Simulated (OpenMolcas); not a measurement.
## Computed transition rates of O

| Item | Value |
| --- | --- |
| Program | OpenMolcas 26.06 |
| Method | SS-RASPT2, IPEA 0.25 Eh, imaginary shift 0.1 Eh (closed shells correlated: 1s 2s) |
| Basis | ANO-RCC-VQZP [5s4p3d2f1g] |
| Scalar Hamiltonian | DKH2, point nucleus |
| Active space | 4 electrons in 9 orbitals (RAS2 2p; RAS3 3s 3d, at most 1 electron) |
| State averaging | 2S+1 = 3 even, 3 roots; 2S+1 = 1 even, 6 roots; 2S+1 = 5 odd, 1 root; 2S+1 = 3 odd, 1 root; 2S+1 = 1 odd, 5 roots (0 in the spin-orbit step) |
| Spin-orbit coupling | state interaction with AMFI integrals over the reference wave functions, term energies averaged over their components |

Rates come from the transition moments of the reference wave functions (E1 and E2 in the length form). At fixed line strength A goes as λ^-3 for E1 and M1 and as λ^-5 for E2, so a rate at the computed wavelength can be rescaled to the measured one. Measured vacuum wavelengths follow from level energies in NIST Handbook of Basic Atomic Spectroscopic Data. Branching counts decays inside the model space alone, at computed energies, and the table is only a selection of the E2 and M1 lines, drawn from those between levels with measured partners whose computed energy lies within a factor of 1.5 of the measured one.

```json
{"Upper": "2s2 2p4 1S0", "Lower": "2s2 2p4 1D2", "Type": "E2", "λ computed (nm)": "442.1", "λ measured (nm)": "557.9", "A computed (s-1)": "4.43e+00", "A rescaled (s-1)": "1.38e+00", "Branching %": "98.0"}
{"Upper": "2s2 2p4 1S0", "Lower": "2s2 2p4 3P1", "Type": "M1", "λ computed (nm)": "263.4", "λ measured (nm)": "297.3", "A computed (s-1)": "9.14e-02", "A rescaled (s-1)": "", "Branching %": "2.0"}
{"Upper": "2s2 2p4 1D2", "Lower": "2s2 2p4 3P2", "Type": "M1", "λ computed (nm)": "645.6", "λ measured (nm)": "630.2", "A computed (s-1)": "6.97e-03", "A rescaled (s-1)": "", "Branching %": "75.3"}
{"Upper": "2s2 2p4 1D2", "Lower": "2s2 2p4 3P1", "Type": "M1", "λ computed (nm)": "651.9", "λ measured (nm)": "636.6", "A computed (s-1)": "2.26e-03", "A rescaled (s-1)": "", "Branching %": "24.4"}
{"Upper": "2s2 2p4 3P1", "Lower": "2s2 2p4 3P2", "Type": "M1", "λ computed (nm)": "66460", "λ measured (nm)": "63190", "A computed (s-1)": "7.69e-05", "A rescaled (s-1)": "8.95e-05", "Branching %": "100.0"}
{"Upper": "2s2 2p4 3P0", "Lower": "2s2 2p4 3P1", "Type": "M1", "λ computed (nm)": "135700", "λ measured (nm)": "145500", "A computed (s-1)": "2.17e-05", "A rescaled (s-1)": "1.76e-05", "Branching %": "100.0"}
```

Spin-changing lines and M1 lines between different terms are not rescaled, since their strength hangs on the term gaps too.

The largest correction is for 2s2 2p4 1S0 → 2s2 2p4 1D2 (E2): 4.43e+00 × (442.1 / 557.9)^5 = 1.38e+00 s-1, a factor of 0.31.

The computed rate and branching of 2s2 2p4 3P1 → 2s2 2p4 3P2 give the upper level a radiative lifetime of 1.000 / 7.69e-05 s-1 = 1.30e+04 s, counting decays inside the model space alone. The rescaled rate gives about 1.1e+04 s.

No measured rate stands beside these. Rescaling mends the energy factor alone: line strengths can still be far off where a level mixes with configurations outside the active space, and weak or spin-changing lines hang on small mixing coefficients that depend on the term gaps too, so rescaling need not improve them.

CASPT2 does not keep the components of a term degenerate, so their means are used; among the terms shown or strongly mixed into the levels shown the widest spread is 60 cm-1 (2s2 2p4 1D). With the s shell closed, the reference lacks s² → p² mixing. Measured partners are found by configuration, term and J. A level has none where our copy of the source lacks it or the pairing is in doubt (some pairs that miss far off the trend of their configuration count as doubtful). Only configurations of the active space appear.
